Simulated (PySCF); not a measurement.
These 2 structures share the formula C5H5FO. The calculation used PBE0-D3(BJ)/def2-SVP geometry optimisation, gas phase in PySCF 2.14.0. Energies are electronic, without zero-point or thermal terms, for one conformer each. No frequencies were run at this level. Point groups hold within 0.08 Å.

Question: Order them by energy at this level, lowest first, and give relative energies in kcal/mol.
A. `[CH3:1][C:2](=[C:3]=[CH:4][F:5])[CH:6]=[O:7]` with C1–C2–C6–O7 -1°
B. `[O:1]=[C:2]1[CH:3]=[CH:4][CH2:5][C@@H:6]1[F:7]` with O1–C2–C3–C4 -170°, C3–C4–C5–C6 -11°, C4–C5–C6–F7 138°, O1–C2–C6–C5 164°

Answer: B (0.0), A (36.6).

As drawn, the higher has cumulated double bonds, which the lower lacks.

```json
{"SMILES": "O=C1C=CC[C@@H]1F", "E (Eh)": "-367.91040", "E rel (kcal/mol)": "0.0", "dipole (D)": "4.35", "point group": "C1", "A, B, C (MHz)": "3704, 3250, 1819"}
{"SMILES": "CC(=C=CF)C=O", "E (Eh)": "-367.85203", "E rel (kcal/mol)": "36.6", "dipole (D)": "2.09", "point group": "C1", "A, B, C (MHz)": "6001, 1272, 1106"}
```
